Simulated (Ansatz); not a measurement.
Cost and result for the atomization energy of C$_{2}$H$_{11}$NSi$_{2}$ (`C[SiH2]N(C)[SiH3]`) (16 atoms, 15 bonds).

| atom | x (Å) | y (Å) | z (Å) |
| --- | --- | --- | --- |
| C1 | -1.020 | 0.757 | -2.003 |
| Si2 | -1.229 | -0.011 | -0.313 |
| N3 | 0.280 | -0.204 | 0.511 |
| C4 | 1.232 | -1.164 | -0.044 |
| Si5 | 0.692 | 0.499 | 2.029 |
| H6 | -1.990 | 0.838 | -2.501 |
| H7 | -0.370 | 0.154 | -2.642 |
| H8 | -0.588 | 1.757 | -1.925 |
| H9 | -1.887 | -1.340 | -0.486 |
| H10 | -2.089 | 0.846 | 0.543 |
| H11 | 1.089 | -1.284 | -1.122 |
| H12 | 1.136 | -2.155 | 0.414 |
| H13 | 2.263 | -0.824 | 0.101 |
| H14 | 0.741 | -0.510 | 3.128 |
| H15 | 2.051 | 1.107 | 1.945 |
| H16 | -0.313 | 1.536 | 2.366 |

Total charge 0; spin multiplicity 1. The geometry is a stationary point of PBE0-D4/def2-TZVP. It is one conformer, not always the lowest. Program: Ansatz. All runs use 2 threads of an AMD EPYC 7R13 on a shared host and a share of an NVIDIA H100 80 GB. Times are those of one run each, without the atoms' runs, and a repeat can differ threefold. Electronic energies, without spin–orbit coupling; frozen cores. CCSD(T)/CBS adds CCSD(T) − MP2 in def2-TZVPP to the MP2 limit, and its time is that of the two runs behind it. T1 = 0.010. HSE06 is the plane-wave form, built on full-range PBE exchange.

CCSD(T)/CBS is a level of theory with its own doubt, some kJ/mol a heavy atom from the limit and from the frozen cores, so smaller differences don't rank the functionals.

| level | functions | wall time |
| --- | --- | --- |
| CCSD(T)/def2-SVP | 133 | 2 s |
| r2SCAN-D4/def2-TZVPP (with forces) | 331 | 2.4 s |
| B2PLYP/def2-TZVPP | 331 | 2.4 s |
| PBE0-D4/def2-TZVPP | 331 | 2.7 s |
| BLYP-D4/def2-TZVPP | 331 | 2.9 s |
| PBE-D4/def2-TZVPP (with forces) | 331 | 3 s |
| revPBE-D4/def2-TZVPP | 331 | 3.1 s |
| PBE-QIDH/def2-TZVPP | 331 | 3.6 s |
| MP2/def2-QZVPP | 641 | 4 s |
| HSE06-D4/def2-TZVPP | 331 | 4 s |
| ωB97X-V/def2-TZVPP | 331 | 4.2 s |
| CCSD(T)/def2-TZVPP | 331 | 7 s |
| CCSD(T)/CBS(def2) | – | 11 s |

What atomization energy does each give, and how far from CCSD(T)/CBS? (Best estimate.)

Ansatz gave: 
```csv
level,atomization (kcal/mol),difference from CCSD(T)/CBS,per bond
CCSD(T)/def2-SVP,1255.1,-77.9,-5.2
r2SCAN-D4/def2-TZVPP (with forces),1328.8,-4.2,-0.3
B2PLYP/def2-TZVPP,1317.0,-16.0,-1.1
PBE0-D4/def2-TZVPP,1325.6,-7.4,-0.5
BLYP-D4/def2-TZVPP,1324.1,-8.9,-0.6
PBE-D4/def2-TZVPP (with forces),1335.1,2.1,0.1
revPBE-D4/def2-TZVPP,1312.8,-20.2,-1.3
PBE-QIDH/def2-TZVPP,1319.5,-13.5,-0.9
MP2/def2-QZVPP,1322.0,-11.0,-0.7
HSE06-D4/def2-TZVPP,1326.2,-6.8,-0.5
ωB97X-V/def2-TZVPP,1339.2,6.2,0.4
CCSD(T)/def2-TZVPP,1300.2,-32.8,-2.2
CCSD(T)/CBS(def2),1333.0,0.0,0.0
```

Leaving LDA and LC-ωPBE aside and taking each functional with its dispersion term where it has one, the values, not all of them listed here, spread over 27.6 kcal/mol, from revPBE-D4 to CAM-B3LYP-D4. LDA lies +160.0 kcal/mol from PBE without D4, its usual overbinding. The D4 term adds +14.1 kcal/mol with B3LYP and +7.5 kcal/mol with PBE0; it sums over pairs of atoms, weighted by their polarisabilities, and B3LYP, whose exchange is more repulsive, gets the larger term. From r2SCAN to r2SCAN0 (25 % exact exchange), in def2-TZVPP and without D4, the atomization energy moves by −10.3 kcal/mol: exact exchange takes away binding that semilocal exchange gives to molecules.

B3LYP here is the variant with VWN-RPA as its local correlation; programs differ in this.
